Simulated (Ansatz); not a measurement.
Geometry optimisation, Ansatz 0.2.0, RKS B3LYP/cc-pVDZ.

input.yaml

```yaml
crystal:
  periodic: [false, false, false]
  atoms:
    - { symbol: B, position_ang: [-1.6422, 0.5546, -1.0269] }
    - { symbol: B, position_ang: [-0.1102, 0.2602, -0.6846] }
    - { symbol: C, position_ang: [0.97049, 0.55784, -1.75237] }
    - { symbol: C, position_ang: [2.35172, 0.29685, -1.45339] }
    - { symbol: H, position_ang: [-1.975, 1.0286, -2.1158] }
    - { symbol: H, position_ang: [-2.5341, 0.4201, -0.2362] }
    - { symbol: H, position_ang: [0.20588, -0.17284, 0.39043] }
    - { symbol: H, position_ang: [0.73956, 0.90056, -2.70502] }
    - { symbol: H, position_ang: [2.63354, -0.07022, -0.56026] }
    - { symbol: H, position_ang: [3.05506, 0.53834, -2.26339] }
basis:
  gaussian: { orbitals: cc-pVDZ }
hamiltonian:
  xc: b3lyp
relax:
  f_tol: 0.015
  max_steps: 40
```

Run as:

```bash
$ ansatz run input.yaml --threads 1 --pin off --max-ram 2048MiB --backend cpu --events-out ev --progress --plain --runs-dir out
```

**Question.** Where does it end, and by what steps?

**Answer.** It converged. After 11 steps the energy has fallen by 1.124 eV; H5 moved furthest, 1.32 Å.

| step | energy less start (eV) | largest force component (eV/Å) | accepted |
| --- | --- | --- | --- |
| 0 | 0.0000 | 5.040 | yes |
| 1 | -0.5710 | 1.637 | yes |
| 2 | -0.6298 | 0.818 | yes |
| 3 | -0.7425 | 0.461 | yes |
| 4 | -0.8348 | 0.448 | yes |
| 5 | -0.9455 | 0.441 | yes |
| 6 | -1.0398 | 0.313 | yes |
| 7 | -1.1009 | 0.163 | yes |
| 8 | -1.1224 | 0.118 | yes |
| 9 | -1.1240 | 0.033 | yes |
| 10 | -1.1242 | 0.037 | yes |
| 11 | -1.1242 | 0.005 | yes |

```xyz
10
Properties=species:S:1:pos:R:3
B -1.730 0.544 -1.034
B -0.121 0.200 -0.880
C 1.079 0.726 -1.710
C 2.345 0.339 -1.452
H -2.472 -0.126 -1.719
H -2.263 1.443 -0.420
H 0.157 -0.580 0.016
H 0.932 1.431 -2.539
H 2.564 -0.364 -0.641
H 3.204 0.701 -2.029
```

The run took 55 s on 1 CPU thread of a shared host.
